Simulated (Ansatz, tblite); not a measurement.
Forces on [InFH3]- (InH3F⁻) at its B3LYP-D4/def2-TZVPD geometry. Total charge -1; singlet.

In the def2 sets In takes a core potential; there is no spin–orbit coupling. The xTB rows come from tblite. HSE06 is defined as in plane-wave codes, on full-range PBE exchange.

GFN1-xTB (tblite), largest force 0.41 eV/Å:

```xyz
5
positions Å, forces eV/Å
In    0.040    0.117    0.073    0.087    0.253    0.159
F    -0.536   -1.567   -0.984    0.084    0.245    0.154
H     1.426   -0.418    1.053   -0.315    0.018   -0.258
H    -1.392    0.557    1.034    0.262   -0.181   -0.254
H     0.462    1.311   -1.177   -0.117   -0.336    0.198
```

GFN2-xTB (tblite), largest force 0.45 eV/Å:

```
In -0.011 -0.031 -0.019
F 0.065 0.189 0.119
H -0.345 0.181 -0.228
H 0.386 -0.072 -0.223
H -0.095 -0.268 0.351
```

HSE06-D4/def2-TZVPD (Ansatz), largest force 0.22 eV/Å:

```
In -0.049 -0.144 -0.091
F 0.060 0.176 0.110
H -0.046 0.020 -0.032
H 0.049 -0.013 -0.031
H -0.014 -0.039 0.044
```
